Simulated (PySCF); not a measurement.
Isomers of C9H9Cl.

All values: PBE0/pcSseg-1 (PySCF) at GFN2-xTB geometries, gas phase, one conformer each.

(1) Rank by HOMO–LUMO gap, highest first.
A. `[CH2:1]=[CH:2][C:3]1=[CH:4][CH:5]=[C:6]([Cl:7])[CH:8]=[CH:9][CH2:10]1` with C1–C2–C3–C4 170°, C3–C4–C5–C6 32°, C5–C6–C8–C9 -35°, C8–C9–C10–C3 73°, C2–C3–C10–C9 108°
B. `[CH:1]#[C:2]/[C:3]([Cl:4])=[C:5](/[CH:6]=[CH2:7])[CH2:8][CH:9]=[CH2:10]` with C3–C5–C6–C7 -177°, C3–C5–C8–C9 96°, C5–C8–C9–C10 -119°
C. `[Cl:1][CH2:2][C@:3]12[CH:4]=[CH:5][C@@H:6]3[C@H:7]([CH:8]=[CH:9]1)[C@H:10]23` with Cl1–C2–C3–C4 -64°, C2–C3–C4–C5 145°, C4–C5–C6–C7 56°, C5–C6–C7–C8 0°, C6–C7–C8–C9 -56°
D. `[CH3:1][c:2]1[cH:3][cH:4][c:5](/[CH:6]=[CH:7]/[Cl:8])[cH:9][cH:10]1` with C4–C5–C6–C7 0°

(2) Rank by the lowest IAO charge on any atom, lowest value first.
A. `[CH:1]#[C:2]/[C:3]([Cl:4])=[C:5](/[CH:6]=[CH2:7])[CH2:8][CH:9]=[CH2:10]` with C3–C5–C6–C7 -177°, C3–C5–C8–C9 96°, C5–C8–C9–C10 -119°
B. `[CH3:1][c:2]1[cH:3][cH:4][c:5](/[CH:6]=[CH:7]/[Cl:8])[cH:9][cH:10]1` with C4–C5–C6–C7 0°
C. `[Cl:1][CH2:2][C@:3]12[CH:4]=[CH:5][C@@H:6]3[C@H:7]([CH:8]=[CH:9]1)[C@H:10]23` with Cl1–C2–C3–C4 -64°, C2–C3–C4–C5 145°, C4–C5–C6–C7 56°, C5–C6–C7–C8 0°, C6–C7–C8–C9 -56°

Results:

(1) C (6.45 eV), D (5.16 eV), B (4.73 eV), A (4.60 eV).

(2) B (-0.426 e), A (-0.316 e), C (-0.237 e).

All values together:

```json
{"SMILES": "ClC[C@]12C=C[C@@H]3[C@H](C=C1)[C@@H]32", "μ (D)": "1.99", "HOMO (eV)": "-6.62", "LUMO (eV)": "-0.18", "lowest IAO charge (e)": "-0.237 (C)", "highest IAO charge (e)": "+0.164 (H)", "lowest Hirshfeld charge (e)": "-0.072 (Cl)", "highest Hirshfeld charge (e)": "+0.052 (H)"}
{"SMILES": "C=CC1=CC=C(Cl)C=CC1", "μ (D)": "2.06", "HOMO (eV)": "-6.28", "LUMO (eV)": "-1.68", "lowest IAO charge (e)": "-0.319 (C)", "highest IAO charge (e)": "+0.167 (H)", "lowest Hirshfeld charge (e)": "-0.099 (C)", "highest Hirshfeld charge (e)": "+0.053 (H)"}
{"SMILES": "Cc1ccc(/C=C/Cl)cc1", "μ (D)": "2.43", "HOMO (eV)": "-6.40", "LUMO (eV)": "-1.24", "lowest IAO charge (e)": "-0.426 (C)", "highest IAO charge (e)": "+0.163 (H)", "lowest Hirshfeld charge (e)": "-0.115 (C)", "highest Hirshfeld charge (e)": "+0.053 (H)"}
{"SMILES": "C#C/C(Cl)=C(/C=C)CC=C", "μ (D)": "1.69", "HOMO (eV)": "-6.60", "LUMO (eV)": "-1.86", "lowest IAO charge (e)": "-0.316 (C)", "highest IAO charge (e)": "+0.208 (H)", "lowest Hirshfeld charge (e)": "-0.103 (C)", "highest Hirshfeld charge (e)": "+0.099 (H)"}
```

Conformers: `[Cl:1][CH2:2][C@:3]12[CH:4]=[CH:5][C@@H:6]3[C@H:7]([CH:8]=[CH:9]1)[C@H:10]23` with Cl1–C2–C3–C4 -64°, C2–C3–C4–C5 145°, C4–C5–C6–C7 56°, C5–C6–C7–C8 0°, C6–C7–C8–C9 -56°; `[CH2:1]=[CH:2][C:3]1=[CH:4][CH:5]=[C:6]([Cl:7])[CH:8]=[CH:9][CH2:10]1` with C1–C2–C3–C4 170°, C3–C4–C5–C6 32°, C5–C6–C8–C9 -35°, C8–C9–C10–C3 73°, C2–C3–C10–C9 108°; `[CH3:1][c:2]1[cH:3][cH:4][c:5](/[CH:6]=[CH:7]/[Cl:8])[cH:9][cH:10]1` with C4–C5–C6–C7 0°; `[CH:1]#[C:2]/[C:3]([Cl:4])=[C:5](/[CH:6]=[CH2:7])[CH2:8][CH:9]=[CH2:10]` with C3–C5–C6–C7 -177°, C3–C5–C8–C9 96°, C5–C8–C9–C10 -119°.
